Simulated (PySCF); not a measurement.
## Finite-field polarisability of Os (osmium, neutral)

[Xe] 4f14 5d6 6s2, high-spin 5D determinant. Calculation: PySCF 2.14, in ANO-RCC-VTZP (8s7p5d3f2g1h, 104 functions); the spin-free X2C one-electron Hamiltonian (Gaussian nucleus). Frozen: [Xe] 4f14. Energy changes in a uniform field (μhartree):

```
axis  F (au)        HF       MP2      CCSD   CCSD(T)
   x  0.0019  -101.595   -71.849   -83.623   -82.516
   x  0.0038  -406.335  -287.613  -334.499  -330.069
   z  0.0019   -98.000   -76.029   -83.763   -82.930
   z  0.0038  -392.039  -304.075  -335.031  -331.695
```

By symmetry the remaining axis equals x.

(1) Derive α along x at CCSD(T) from the two fields.

(2) And the mean polarisability at each level?

CCSD(T) lies more than 5 % below the reference, which points to too few diffuse and polarisation functions.

Spin-orbit coupling, absent here, splits the open shell strongly.

The basis has no added diffuse functions, which lowers α.

## Answers

(1) With ΔE = −αF²/2 − γF⁴/24, α = −(16 ΔE(F) − ΔE(2F))/(6F²) = 45.71 bohr³.

(2) The components xx, yy, zz at CCSD(T) are 45.71, 45.71, 45.95, the third axis being equal by symmetry to one of the two computed. Means: HF 55.62, MP2 40.57, CCSD 46.35, CCSD(T) 45.79 bohr³. Reference: 57 ± 3 bohr³ (recommended; Schwerdtfeger and Nagle, table of static dipole polarizabilities (2023 update)).
